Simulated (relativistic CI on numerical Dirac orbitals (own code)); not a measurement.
## Pb LXXVI: what numerical and physical settings do to a radial Dirac CI calculation

Reference input:

```
atom Pb  Z=82  charge=75  electrons=7
nucleus A=208  rms_radius_fm=5.5012
hamiltonian dirac-coulomb  breit=on  qed=on  c_scale=1
orbitals kli  potential=per-configuration
slater_scale 1
correlation none
mixing on
grid step=0.0125 r_max=2
scf mixing=0.4 start=green max_iterations=150 tolerance=2e-08 node_fill=0.05
configurations
  [He] 2s2 2p3
end
```

Computed lowest total energy -11703.00370 Ha, first excitation 18175037.8 cm⁻¹, 8 SCF steps. Runs with settings changed; * marks those that are bad on purpose (the QED terms keep the true α when c is scaled):

```
                                              Changed        Outcome  Lowest level   ΔE (Ha)  First excitation (cm⁻¹)  SCF steps                                                    Message
start potential bare, QED terms off, Slater scale 1.2      converged    2p³ ²P°3/2     -15.6               18093151.3          8                                                           
                    node fill of the KLI weights 0.01      converged    2p³ ²P°3/2   0.00364               18174748.4          8                                                           
                     node fill of the KLI weights 0.5      converged    2p³ ²P°3/2   -0.0294               18177478.3          8                                                           
                                  SCF tolerance 1e-06      converged    2p³ ²P°3/2  6.57e-09               18175037.8          7                                                           
                               speed of light × 0.2 *  not converged                                                           1  SCF of 1s2 2s2 2p3 stopped: an orbital could not be found
                  configuration list: no such shell *        refused                                                           0       configuration [He] 2s2 2d3: l must be smaller than n
```
